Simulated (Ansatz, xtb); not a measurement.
System: HfO2 (charge 0, singlet). 
Structure (B3LYP-D3(BJ)/def2-TZVP (Ansatz, a quantum-chemistry and plane-wave program) minimum search):
```xyz
3

Hf     0.0690     0.1382     0.1135
O      0.7981    -0.4296    -1.4190
O     -1.4190    -0.8146     0.3972
```

Harmonic wavenumbers from GFN2-xTB (xtb, at its own minimum), cm⁻¹: 174, 673, 689.

Task: Give the harmonic wavenumbers at B3LYP-D3(BJ)/def2-TZVP (Ansatz, finite differences of forces, unscaled).

Result: 293, 823, 908 cm⁻¹. Zero-point energy 2.9 kcal/mol.

Task: From these and the geometry, give the ideal-gas thermochemistry at 298.15 K and 1 atm (rigid rotor, harmonic oscillator).

Result: Point group C2v, rotational symmetry number 2. Rotational constants 16.75, 7.555, 5.206 GHz. S(trans) 41.94, S(rot) 22.33, S(vib) 1.78, S(elec, spin only) 0.00, S 66.0 cal/(mol K). H(298) - H(0) 2.72 kcal/mol; G - E(el) -14.1 kcal/mol.
